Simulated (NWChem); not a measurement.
# GeH4O; SMILES [OH][GeH3]

Results from NWChem. All runs use the structure optimised with PBE0/def2-SVP. LC-ωPBE (HJS hole) with def2-SVP; x = 1 − exp(−ω/0.25 bohr⁻¹) is a scale chosen for this fit.

| row | x | −ε(HOMO) (eV) |
|---|---|---|
| ω = 0.15 | 0.451 | 8.71 |
| ω = 0.20 | 0.551 | withheld |
| ω = 0.30 | 0.699 | 10.28 |
| ω = 0.50 | 0.865 | 11.61 |
| ω = 0.60 | 0.909 | 12.03 |

Task: Fit a straight line of the last column on the one before it, predict the withheld value, and compare with the run.

Result: 
1. Means of the 4 shown rows: x = 0.7310, y = 10.658. Slope Σ(x − x̄)(y − ȳ)/Σ(x − x̄)² = 0.9293/0.1291 = 7.200; intercept 5.394.
2. The shown rows scatter about the line by 0.093 (root mean square); the largest residual is -0.15, at ω = 0.30.
3. At x = 0.551 (ω = 0.20; inside the shown range) the line gives 9.36.
4. The run gives 9.30, -0.06 from the line, 0.6 times the scatter.
